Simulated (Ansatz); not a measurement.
Consider the isomerisation: `BC(F)[SiH2][SiH3]` → `FC([SiH3])B[SiH3]`.

Isolated molecules relaxed with PBE0-D4/def2-TZVP in Ansatz; ΔE leaves out vibrations. CBS: MP2 limit from def2 TZ/QZ plus the TZ coupled-cluster correction, frozen cores. Each species was taken in one conformer, which may not be the lowest.

`BC(F)[SiH2][SiH3]`:

Z-matrix (Å, degrees):
```
C
F 1 1.386
Si 1 1.962 2 109.3
B 1 1.515 2 118.3 3 -105.9
H 1 1.094 2 109.1 3 114.4
Si 3 2.337 1 110.9 2 141.9
H 3 1.492 1 109.6 2 -96.7
H 3 1.485 1 105.2 2 19.4
H 4 1.198 1 116.9 2 -174.7
H 4 1.193 1 121.7 2 12.0
H 6 1.486 3 109.8 1 62.1
H 6 1.487 3 109.6 1 -57.5
H 6 1.487 3 110.2 1 -177.5
```

`FC([SiH3])B[SiH3]`:

Cartesian coordinates in Å:
```
F 1.443 -2.060 0.863
C 0.522 -1.032 0.747
Si -0.519 -1.309 -0.900
B 0.985 0.331 0.304
Si -0.267 1.913 0.361
H -0.231 -1.133 1.534
H 0.113 -0.647 -2.072
H -1.893 -0.785 -0.712
H -0.516 -2.777 -1.097
H 2.074 0.455 -0.176
H -1.568 1.616 1.023
H -0.551 2.431 -1.006
H 0.407 2.998 1.131
```

| species | CCSD/def2-TZVPP energy (Eh) |
| --- | --- |
| `BC(F)[SiH2][SiH3]` | -745.40105 |
| `FC([SiH3])B[SiH3]` | -745.39550 |

**Question.** Work out ΔE.

**Answer.** ΔE = (-745.39550) − (-745.40105) = 0.00555 Eh = +14.6 kJ/mol. CCSD(T)/CBS gives +14.1 kJ/mol.

Largest T1 diagnostic among the species: 0.014.

In def2-TZVPP, CCSD(T) changes the Hartree–Fock value by −8.0 kJ/mol (the triples alone add −1.3 kJ/mol) and MP2 by −8.4 kJ/mol.
